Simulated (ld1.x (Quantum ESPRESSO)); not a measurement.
**What one change does to a pseudopotential (zirconium, TM)**

* Element: Zr (Z = 40)
* Generator: ld1.x (Quantum ESPRESSO) 7.5
* Type: norm-conserving Troullier–Martins (Kleinman–Bylander form)
* Functional: LDA (PZ)
* Relativity: scalar-relativistic
* Frozen core: [Kr]
* Valence charge: 4
* Reference configuration: 4d2 5s2 5p0
* Partial waves: 5p (bound, empty): rc 3.05 bohr; 4d (bound): rc 1.85 bohr; 4f channel at 0.1 Ry: rc 2.80 bohr; 5s (bound): rc 3.25 bohr
* Local potential: the s channel
* Core correction: Bessel-smoothed model core, default radius (core density twice the valence density)

All-electron outer shells of the reference configuration (LDA (PZ), scalar-relativistic, ld1.x):

```csv
shell,level (eV),outermost node (bohr),outermost maximum (bohr)
4s,-54.51,0.55,1.08
4p,-32.50,0.56,1.17
5s,-4.60,1.47,3.11
4d,-3.74,0.58,1.61
5p,-1.55,1.70,4.15
```

Change: functional PW91.

Cutoffs: the cutoffs (Ry, on a coarse ladder) from which the occupation-weighted sum of valence levels, in a spherical-Bessel basis at the reference potential, stays within 10 and 1 mRy of its value at 400 Ry; they do not see the model core or the augmentation charge, which bear on the density cutoff. Errors are all-electron minus pseudo energies relative to the spin-unpolarised reference configuration.

**Question.** How do hardness, ghosts and transferability respond?

**Answer.** The potential gets neither clearly harder nor softer (30 Ry and 40 Ry → 30 Ry and 40 Ry); the number of tests with a reliable result goes from 9 to 7; of the 7 tests that both files solve, the error grows in 4 and shrinks in 0 by more than 15 % and 0.3 meV (median size 8.9 → 12.8 meV); neither file shows a bound ghost.

```tsv
quantity	base	changed
cutoff, loose	30 Ry	30 Ry
cutoff, tight	40 Ry	40 Ry
bound ghosts	none	none
error for 4d2 5s1 5p0, meV [ΔE 7.35 → 7.19 eV]	-5.5	-7.2
error for 4d2 5s0 5p0, meV [ΔE 20.59 → 20.17 eV]	-42	-51
error for 4d1 5s0 5p0, meV [ΔE 43.41 → 42.86 eV]	-304	-307
error for 4d2 5s1 5p1, meV [ΔE 3.12 → 3.06 eV]	-2.3	-3.1
error for 4d2 5s1.5 5p0, meV [ΔE 2.97 → 2.90 eV]	-1.4	-1.6
error for 4d3 5s1 5p0, meV [ΔE 1.22 → 1.20 eV]	-79	-85
error for 4d2 5s0 5p2, meV [ΔE 6.40 → 6.26 eV]	-8.9	-13
s: phases at 3.55 bohr within 0.05 rad from the reference energy up to (Ry; the scan ends near 5)	1.3	1.3
p: phases at 3.55 bohr within 0.05 rad from the reference energy up to (Ry; the scan ends near 5)	1.7	1.8
d: phases at 3.55 bohr within 0.05 rad from the reference energy up to (Ry; the scan ends near 5)	0.6	0.6
f: phases at 3.55 bohr within 0.05 rad from the reference energy up to (Ry; the scan ends near 5)	2.2	2.2
```
